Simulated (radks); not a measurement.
Kinetic energies: the exact non-interacting value of the Kohn-Sham orbitals and orbital-free approximations, as 100 (|E| - |E exact|)/|E exact|, negative where the magnitude is too small. Species: Be3+ 1s1; Ca2+ [Ar]; B3+ [He]; Pr49+ [Ne]; N4+ [He] 2s1. All-electron calculation, non-relativistic Kohn-Sham, exchange-only PBE, spin-polarised, spherical densities, point nucleus. Program: a radial shooting solver on a logarithmic mesh with Libxc functionals. Every spin shell is full or empty, so the densities are truly spherical. Functionals are evaluated on that one density, not self-consistently.

functional,Be3+,Ca2+,B3+,Pr49+,N4+
exact (hartree),7.97457,675.945,21.9356,6459.07,48.2643
Thomas-Fermi,-8.43,-6.94,-9.18,-5.95,-9.94
von Weizsacker,0.00,-43.26,0.00,-44.52,-5.87
TF + vW/5,+11.57,+4.41,+10.82,+5.14,+8.88
LC94,+2.18,+0.09,+1.49,+0.85,+0.33
APBEK,+2.03,+0.21,+1.37,+0.91,+0.28
revAPBEK,+2.93,+0.52,+2.26,+1.22,+1.10
Pearson,-2.39,-1.40,-3.04,-0.71,-3.97
PG1,+55.14,+22.50,+54.01,+23.39,+48.29
DePristo-Kress,+2.80,+0.03,+1.96,+0.88,-0.12
Ernzerhof,+6.56,-0.10,+5.62,+1.02,+3.30
